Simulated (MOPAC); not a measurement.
System: NO$_{2}$, charge 0, multiplicity 2. SMILES: [O][N][O]

Atoms: N1, O2, O3. Bonds: N1-O2, N1-O3.

Bond lengths (Å) and angles (degrees) optimised at AM1 with MOPAC; PM6 with MOPAC; MNDO with MOPAC, each started from the B3LYP-D3(BJ)/def2-TZVP structure (Ansatz) of the last column. A row stands for all coordinates that are equal there. No wavenumbers were computed at MNDO, so these may be saddle points.

```csv
coordinate,AM1,PM6,MNDO,B3LYP-D3(BJ)/def2-TZVP
N1-O2,1.159,1.172,1.174,1.191
O2-N1-O3,136.5,142.8,133.2,134.4
```

Mean signed difference of all 2 bond lengths from B3LYP-D3(BJ)/def2-TZVP: AM1 -0.032 Å, PM6 -0.019 Å, MNDO -0.017 Å.
